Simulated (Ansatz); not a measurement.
Two isomers of CH8O2Si2: A = `OC(O)[SiH2][SiH3]`, B = `CO[SiH](O)[SiH3]`.

Calculated with Ansatz (gas phase, PBE0-D4/def2-TZVP geometries, no zero-point term in ΔE). CCSD(T)/CBS is the MP2 limit (def2-TZVPP, def2-QZVPP) plus CCSD(T) − MP2 in def2-TZVPP, frozen cores. DFT in def2-TZVPP. Each species was taken in one conformer, which may not be the lowest.

Problem. Which isomer does CCSD(T)/CBS put lower? Give the gap. (An estimate is asked.)

Solution. The calculation gave: B, by 62.8 kcal/mol.

Problem. Give E(B) − E(A) in kcal/mol with r2SCAN-D4, MP2/def2-TZVPP, ωB97M-V, CCSD(T)/def2-TZVPP, PBE0-D4, HF/def2-TZVPP, PBE-D4. (Best estimate.)

Solution. The calculation gave: r2SCAN-D4 -61.2, MP2/def2-TZVPP -64.4, ωB97M-V -61.4, CCSD(T)/def2-TZVPP -61.9, PBE0-D4 -58.5, HF/def2-TZVPP -67.7, PBE-D4 -56.1. None reverses the order clearly.

Largest T1 diagnostic: 0.013.

From PBE to PBE0 (25 % exact exchange), in def2-TZVPP and without D4, E(B) − E(A) moves by −2.4 kcal/mol. In def2-TZVPP, CCSD(T) changes the Hartree–Fock value by +5.7 kcal/mol (the triples alone add +1.0 kcal/mol) and MP2 by +3.2 kcal/mol.
